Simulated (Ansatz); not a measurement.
# Worked example: the enthalpy of formation of IBr (iodine monobromide)

IBr has 2 atoms, charge 0, and is taken as a singlet. As SMILES, `BrI`. Geometry: relaxed at PBE0-D4/def2-TZVP.

```xyz
2

Br    0.0000    0.0000   -0.0029
I     0.0000    0.0000    2.4609
```

Total energies at BLYP/def2-TZVP (core potential) (Ansatz 0.2.0); the atoms run unrestricted:

```
species    state   energy (Eh)
    IBr  singlet  -2871.845159
     Br  doublet  -2574.138916
      I  doublet   -297.628610
```

Harmonic wavenumbers at PBE0-D4/def2-TZVP, in cm⁻¹: 279.

Measured heats of formation of the gaseous atoms at 298.15 K, in kJ/mol: Br 111.9, I 106.8. Spin-orbit lowering of the atoms at 298 K (mean of the ground term's levels less their thermal mean, from spectra), in kJ/mol: Br 14.69, I 30.32. Take 1 Eh = 2625.50 kJ/mol, 1 cm⁻¹ = 0.0119627 kJ/mol, RT = 2.479 kJ/mol.

**Question.** What heat of formation follows?

**Answer.** 
1. Electronic atomisation energy: (-2574.138916) + (-297.628610) − (-2871.845159) = 0.077633 Eh = 203.8 kJ/mol.
2. Zero-point energy: half the sum of the wavenumbers, 139.5 cm⁻¹ = 1.7 kJ/mol.
3. Thermal vibrational enthalpy, Σ hcν̃/(exp(hcν̃/kT) − 1): 1.2 kJ/mol. Translation, rotation and pV of a linear molecule: 3.5 RT = 8.7 kJ/mol.
4. The 2 free atoms carry 5/2 RT each: 12.4 kJ/mol.
5. Spin-orbit coupling lowers the free atoms by 14.69 + 30.32 = 45.0 kJ/mol.
6. Atomisation enthalpy at 298 K: 203.8 − 45.0 − 1.7 − 1.2 − 8.7 + 12.4 = 159.6 kJ/mol.
7. Sum of the atoms' heats of formation: 218.7 kJ/mol. Heat of formation: 218.7 − 159.6 = +59.1 kJ/mol.

The tabulated value is +40.8 kJ/mol (Active Thermochemical Tables), so this level is off by +18.3 kJ/mol, or 10.3 % of the atomisation enthalpy that the table implies (177.8 kJ/mol). Anharmonicity and any spin-orbit splitting of the molecule are left out.
